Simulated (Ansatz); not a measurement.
Relaxation of BCl$_{2}$H$_{3}$O (7 atoms, charge 0, multiplicity 1), to a largest force component of 0.03 eV/Å in at most 50 steps.

Theory: Ansatz, RKS PBE-D4/6-31G*.

```xyz
7
Properties=species:S:1:pos:R:3
B 0.123 0.483 -0.457
O 0.078 -0.029 2.092
H -0.867 -0.285 2.124
Cl 1.566 -0.318 -1.038
Cl -1.483 -0.106 -0.897
H 0.213 1.537 0.100
H 0.037 0.936 1.862
```

Q: Where does it end, and by what steps?

A: It converged. The force dipped under the threshold on the way, but the program's further checks kept it going. After 29 steps the energy has fallen by 0.511 eV; H3 moved furthest, 1.36 Å. Joined: B1–O2 (2.60 → 1.70 Å).

```tsv
step	energy less start (eV)	largest force component (eV/Å)	accepted
0	0.0000	0.596	yes
2	-0.0911	2.251	yes
4	-0.3852	0.773	yes
6	-0.4221	0.084	yes
8	-0.4275	0.179	yes
10	-0.4433	0.405	yes
12	-0.4820	0.078	yes
14	-0.4897	0.111	yes
16	-0.4901	0.737	no
18	-0.5037	0.191	yes
20	-0.5068	0.125	yes
22	-0.5085	0.228	no
24	-0.5094	0.151	yes
26	-0.5102	0.003	yes
28	-0.5105	0.055	yes
29	-0.5106	0.025	yes
```

```xyz
7
Properties=species:S:1:pos:R:3
B 0.091 0.596 -0.072
O 0.017 0.435 1.614
H 0.448 -0.437 1.798
Cl 1.165 -0.817 -0.548
Cl -1.677 0.446 -0.561
H 0.569 1.677 -0.258
H -0.945 0.317 1.812
```

Whether the end is a true minimum wasn't checked by a vibrational analysis.

The run took 55 s on 1 thread of Arm Neoverse V2, on a shared host, peak memory 0.14 GiB.
